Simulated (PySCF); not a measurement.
Simulated Ti 2p region for Ti(OH)4 (`[OH][Ti]([OH])([OH])[OH]`), binding energy against the vacuum level.

Every computed line was given a Gaussian of 1.0 eV full width at half maximum and an area set by the number of equivalent atoms (split 2:1 within a doublet); the highest printed point is 100. Computed, not measured: PySCF, delta-SCF UKS SCAN, pcX-2 on the ionised atom (unc-x2c-TZVPall on a metal), pcseg-1 elsewhere, spin-free X2C.

(binding energy (eV), intensity): (462.0, 0), (462.2, 1), (462.4, 4), (462.6, 11), (462.8, 27), (463.0, 52), (463.2, 80), (463.4, 100), (463.6, 100), (463.8, 79), (464.0, 51), (464.2, 26), (464.4, 11), (464.6, 3), (464.8, 1), (465.0, 0), (465.2, 0), (465.4, 0), (465.6, 0), (465.8, 0), (466.0, 0), (466.2, 0), (466.4, 0), (466.6, 0), (466.8, 0), (467.0, 0), (467.2, 0), (467.4, 0), (467.6, 0), (467.8, 0), (468.0, 1), (468.2, 3), (468.4, 8), (468.6, 18), (468.8, 32), (469.0, 45), (469.2, 51), (469.4, 46), (469.6, 34), (469.8, 20), (470.0, 9), (470.2, 3), (470.4, 1), (470.6, 0)

**Question.** Count the maxima, the lines and the sites behind this envelope.

**Answer.** The curve has 2 maxima (at 463.5 and 469.2 eV). Under it lie 2 lines from 1 inequivalent titanium site, drawn as a 2p3/2, 2p1/2 pair.

**Question.** Decompose the envelope and assign each component. Bonds: Ti1–O2, Ti1–O4, Ti1–O6, Ti1–O8. Hydrogens: H3 on O2; H5 on O4; H7 on O6; H9 on O8.

**Answer.** 
```
position (eV)  relative area      line  atoms             environment
       463.50           0.67  Ti 2p3/2    Ti1  titanium bonded to 4 O
       469.21           0.33  Ti 2p1/2    Ti1  titanium bonded to 4 O
```

**Question.** What are the centre and the root-mean-square width of the whole band?

**Answer.** The area-weighted mean of the lines is 465.40 eV. Their own spread about it is 2.69 eV (rms) and each Gaussian has σ = 1.0/2.355 = 0.42 eV; the variances add, which gives 2.73 eV.

Shake-up satellites, vibrational structure and lifetime widths aren't simulated. Spin–orbit coupling isn't in the SCF: each 2p doublet comes from a relaxed spin-free hole plus a matrix of the shell (mean-field spin–orbit coupling and the ground-state 2p splitting), with 2p3/2 averaged over its two sublevels. 2p1/2 minus 2p3/2 (ligand field included): Ti 5.72 eV. Satellites of the metal's 2p lines aren't described. Isolated species at its PBE0-D3(BJ)/def2-SVP geometry, gas phase. Metal 2p energies of this one-determinant scheme are less reliable than its 1s energies.
